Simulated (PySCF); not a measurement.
Excitations are Tamm–Dancoff values on a coarser integration grid. The basis has no diffuse functions, so Rydberg states are missing or too high.

# AlBr2F, SMILES `[F][Al]([Br])[Br]` (charge 0, multiplicity 1)

These are M06-2X/def2-TZVP // PBE0-D3(BJ)/def2-TZVP in PySCF values and carry that method's errors.

```yaml
HOMO: -10.13 eV
dipole_moment: 0.66 D
HOMO–LUMO gap: 9.24 eV
LUMO: -0.90 eV
S1 excitation (TDA): 6.21 eV
S1 oscillator strength: 0.018
T1 excitation (TDA): 5.92 eV
S1–T1 gap (TDA): 0.29 eV
total_energy: -5490.8823 Ha
cost: very roughly 7 core-minutes
```

Bonded distances (Å): F1–Al2 1.634, Al2–Br3 2.222, Al2–Br4 2.222. Angles (°): F1–Al2–Br3 119.0, F1–Al2–Br4 119.0, Br3–Al2–Br4 122.0.
Charge 0, spin multiplicity 1.
